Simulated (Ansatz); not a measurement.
Ansatz (a first-principles code) input (B3LYP-D3(BJ)/def2-TZVP):

Ansatz 0.2 input:
```yaml
crystal:
  periodic: [false, false, false]
  atoms:
    - {symbol: C, position_ang: [1.76785157, -0.04332901, 0.21912093]}
    - {symbol: C, position_ang: [0.34720750, -0.56150800, 0.05044407]}
    - {symbol: C, position_ang: [-0.65801166, 0.60563365, -0.11419286]}
    - {symbol: C, position_ang: [-2.04082471, 0.14212508, -0.29736406]}
    - {symbol: F, position_ang: [-2.71547304, -0.25245967, 0.80367994]}
    - {symbol: H, position_ang: [2.07132305, 0.53418910, -0.65148796]}
    - {symbol: H, position_ang: [1.84199905, 0.59417025, 1.09730053]}
    - {symbol: H, position_ang: [2.45996520, -0.87379615, 0.33863506]}
    - {symbol: H, position_ang: [0.06030193, -1.15124997, 0.92258995]}
    - {symbol: H, position_ang: [0.28936096, -1.20627328, -0.82852840]}
    - {symbol: H, position_ang: [-0.60303900, 1.23150676, 0.77961529]}
    - {symbol: H, position_ang: [-0.36602898, 1.19897425, -0.98264956]}
    - {symbol: H, position_ang: [-2.42088216, -0.30859818, -1.19790741]}
basis:
  gaussian:
    orbitals: def2-TZVP
hamiltonian:
  xc: b3lyp
  dispersion: d3bj
magnetization: {spin_polarized: true, initial_magnetization: 1}
relax: {f_tol: 0.002, max_steps: 150}
```

Output:

```
Functional definition: B3LYP
integrals: 0.11 GiB planned
1228 factors; their error is unknown
mean field: 1.31 GiB planned
mean field evaluation 1: about -6985.9991 eV, gradient 4.8e1 eV
mean field evaluation 2: about -6978.3469 eV, gradient 6.0e1 eV
mean field evaluation 4: about -6996.8836 eV, gradient 3.4e0 eV
mean field evaluation 8: about -6996.8993 eV, gradient 4.2e-1 eV
mean field evaluation 16: about -6996.8999 eV, gradient 6.3e-5 eV
mean field -6996.89987011 eV, -257.1313275576 hartree, gradient 6.3e-5 eV, S^2 0.753737; 0 other end points of the search recorded, 0 dependent functions left out
the calculation of the forces begins
reference -6996.90014587 eV, -257.1313376913 hartree; 21, 20 occupied and 182, 183 virtual orbitals, 1228 factors
relax step   1: F+E_penalty+E_count = -6997.28488014 eV  Δ(F+E_penalty+E_count) = +0.000e0 eV  max|allowed force component| = 5.001e-1 eV/Å  Δτ_max = 0.0000 Å  (30 SCF iters, accepted)
these checks for a lower state are left out or cut short: starts, cluster_reference, orbital_swaps, neighbouring_geometries, increment
integrals: 0.11 GiB planned
1228 factors; their error is unknown
mean field: 1.31 GiB planned
mean field -6996.92061538 eV, -257.1320899322 hartree, gradient 2.7e-5 eV, S^2 0.753563; 0 other end points of the search recorded, 0 dependent functions left out
the calculation of the forces begins
reference -6996.92089330 eV, -257.1321001454 hartree; 21, 20 occupied and 182, 183 virtual orbitals, 1228 factors
relax step   2: F+E_penalty+E_count = -6997.30353430 eV  Δ(F+E_penalty+E_count) = -1.865e-2 eV  max|allowed force component| = 1.937e-1 eV/Å  Δτ_max = 0.0341 Å  (33 SCF iters, accepted)
these checks for a lower state are left out or cut short: starts, cluster_reference, orbital_swaps, neighbouring_geometries, increment
integrals: 0.11 GiB planned
1228 factors; their error is unknown
mean field: 1.31 GiB planned
mean field -6996.92343921 eV, -257.1321937061 hartree, gradient 1.7e-5 eV, S^2 0.753527; 0 other end points of the search recorded, 0 dependent functions left out
the calculation of the forces begins
reference -6996.92371769 eV, -257.1322039397 hartree; 21, 20 occupied and 182, 183 virtual orbitals, 1228 factors
relax step   3: F+E_penalty+E_count = -6997.30666063 eV  Δ(F+E_penalty+E_count) = -3.126e-3 eV  max|allowed force component| = 7.902e-2 eV/Å  Δτ_max = 0.0367 Å  (35 SCF iters, accepted)
these checks for a lower state are left out or cut short: starts, cluster_reference, orbital_swaps, neighbouring_geometries, increment
integrals: 0.11 GiB planned
1228 factors; their error is unknown
mean field: 1.31 GiB planned
mean field evaluation 32: about -6996.9366 eV, gradient 1.5e0 eV
mean field -6996.92442364 eV, -257.1322298831 hartree, gradient 1.7e-5 eV, S^2 0.753520; 0 other end points of the search recorded, 0 dependent functions left out
the calculation of the forces begins
reference -6996.92470249 eV, -257.1322401305 hartree; 21, 20 occupied and 182, 183 virtual orbitals, 1228 factors
relax step   4: F+E_penalty+E_count = -6997.30803480 eV  Δ(F+E_penalty+E_count) = -1.374e-3 eV  max|allowed force component| = 6.139e-2 eV/Å  Δτ_max = 0.0414 Å  (33 SCF iters, accepted)
these checks for a lower state are left out or cut short: starts, cluster_reference, orbital_swaps, neighbouring_geometries, increment
integrals: 0.11 GiB planned
1228 factors; their error is unknown
mean field: 1.31 GiB planned
mean field -6996.92500110 eV, -257.1322511045 hartree, gradient 1.8e-5 eV, S^2 0.753532; 0 other end points of the search recorded, 0 dependent functions left out
the calculation of the forces begins
reference -6996.92528009 eV, -257.1322613569 hartree; 21, 20 occupied and 182, 183 virtual orbitals, 1228 factors
relax step   5: F+E_penalty+E_count = -6997.30884260 eV  Δ(F+E_penalty+E_count) = -8.078e-4 eV  max|allowed force component| = 6.118e-2 eV/Å  Δτ_max = 0.0414 Å  (33 SCF iters, accepted)
these checks for a lower state are left out or cut short: starts, cluster_reference, orbital_swaps, neighbouring_geometries, increment
integrals: 0.11 GiB planned
1228 factors; their error is unknown
mean field: 1.31 GiB planned
mean field -6996.92117367 eV, -257.1321104489 hartree, gradient 1.5e-5 eV, S^2 0.753707; 0 other end points of the search recorded, 0 dependent functions left out
the calculation of the forces begins
reference -6996.92145270 eV, -257.1321207031 hartree; 21, 20 occupied and 182, 183 virtual orbitals, 1228 factors
relax step   6: F+E_penalty+E_count = -6997.30435447 eV  Δ(F+E_penalty+E_count) = +4.488e-3 eV  max|allowed force component| = 1.945e-1 eV/Å  Δτ_max = 0.0358 Å  (33 SCF iters, rejected (line search))
these checks for a lower state are left out or cut short: starts, cluster_reference, orbital_swaps, neighbouring_geometries, increment
integrals: 0.11 GiB planned
1228 factors; their error is unknown
mean field: 1.31 GiB planned
mean field -6996.92533493 eV, -257.1322633722 hartree, gradient 1.5e-5 eV, S^2 0.753554; 0 other end points of the search recorded, 0 dependent functions left out
the calculation of the forces begins
reference -6996.92561385 eV, -257.1322736223 hartree; 21, 20 occupied and 182, 183 virtual orbitals, 1228 factors
relax step   7: F+E_penalty+E_count = -6997.30910892 eV  Δ(F+E_penalty+E_count) = -2.663e-4 eV  max|allowed force component| = 7.771e-3 eV/Å  Δτ_max = 0.0179 Å  (35 SCF iters, accepted)
these checks for a lower state are left out or cut short: starts, cluster_reference, orbital_swaps, neighbouring_geometries, increment
integrals: 0.11 GiB planned
1228 factors; their error is unknown
mean field: 1.31 GiB planned
mean field evaluation 64: about -6996.9254 eV, gradient 6.0e-3 eV
mean field -6996.92537338 eV, -257.1322647852 hartree, gradient 1.5e-5 eV, S^2 0.753558; 0 other end points of the search recorded, 0 dependent functions left out
the calculation of the forces begins
reference -6996.92565230 eV, -257.1322750356 hartree; 21, 20 occupied and 182, 183 virtual orbitals, 1228 factors
relax step   8: F+E_penalty+E_count = -6997.30913045 eV  Δ(F+E_penalty+E_count) = -2.153e-5 eV  max|allowed force component| = 1.143e-3 eV/Å  Δτ_max = 0.0063 Å  (35 SCF iters, accepted)
these checks for a lower state are left out or cut short: starts, cluster_reference, orbital_swaps, neighbouring_geometries, increment
integrals: 0.11 GiB planned
1228 factors; their error is unknown
mean field: 1.31 GiB planned
mean field -6996.92537305 eV, -257.1322647733 hartree, gradient 1.5e-5 eV, S^2 0.753562; 0 other end points of the search recorded, 0 dependent functions left out
the calculation of the forces begins
reference -6996.92565197 eV, -257.1322750233 hartree; 21, 20 occupied and 182, 183 virtual orbitals, 1228 factors
relax step   9: F+E_penalty+E_count = -6997.30913300 eV  Δ(F+E_penalty+E_count) = -2.547e-6 eV  max|allowed force component| = 1.249e-3 eV/Å  Δτ_max = 0.0037 Å  (36 SCF iters, accepted)
integrals: 0.11 GiB planned
1228 factors; their error is unknown
mean field: 1.31 GiB planned
mean field evaluation 96: about -6996.9254 eV, gradient 8.9e-5 eV
mean field -6996.92537305 eV, -257.1322647734 hartree, gradient 1.5e-5 eV, S^2 0.753562; 1 other end points of the search recorded, 0 dependent functions left out
the calculation of the forces begins
reference -6996.92565197 eV, -257.1322750233 hartree; 21, 20 occupied and 182, 183 virtual orbitals, 1228 factors
Total energy: -6997.30941191 eV, -257.1463779411 hartree
Atom 0 at     1.771533    -0.050574     0.234611 Å, force     0.000922    -0.000494     0.000545 eV/Å
Atom 1 at     0.342523    -0.552012     0.054900 Å, force     0.000386     0.000870    -0.000179 eV/Å
Atom 2 at    -0.663154     0.603689    -0.133779 Å, force    -0.000503    -0.000722    -0.000537 eV/Å
Atom 3 at    -2.066382     0.168444    -0.283943 Å, force    -0.000325     0.000473    -0.001249 eV/Å
Atom 4 at    -2.626766    -0.395226     0.814034 Å, force    -0.000159    -0.000250     0.000218 eV/Å
Atom 5 at     2.100106     0.525464    -0.633898 Å, force    -0.000217    -0.000037    -0.000035 eV/Å
Atom 6 at     1.853272     0.596600     1.110998 Å, force     0.000227     0.000034    -0.000051 eV/Å
Atom 7 at     2.468252    -0.880056     0.366948 Å, force     0.000247     0.000197     0.000102 eV/Å
Atom 8 at     0.039989    -1.141428     0.923401 Å, force    -0.000079    -0.000174     0.000218 eV/Å
Atom 9 at     0.285779    -1.218274    -0.810436 Å, force    -0.000563     0.000183    -0.000155 eV/Å
Atom 10 at    -0.585406     1.282249     0.723366 Å, force     0.000186     0.000028     0.000222 eV/Å
Atom 11 at    -0.391748     1.181239    -1.022388 Å, force    -0.000074    -0.000075     0.000218 eV/Å
Atom 12 at    -2.494247    -0.210730    -1.204558 Å, force    -0.000048    -0.000032     0.000683 eV/Å
Dipole moment:     0.266591     0.033776    -0.216123 e Å
```

It need not be the lowest isomer of its formula.
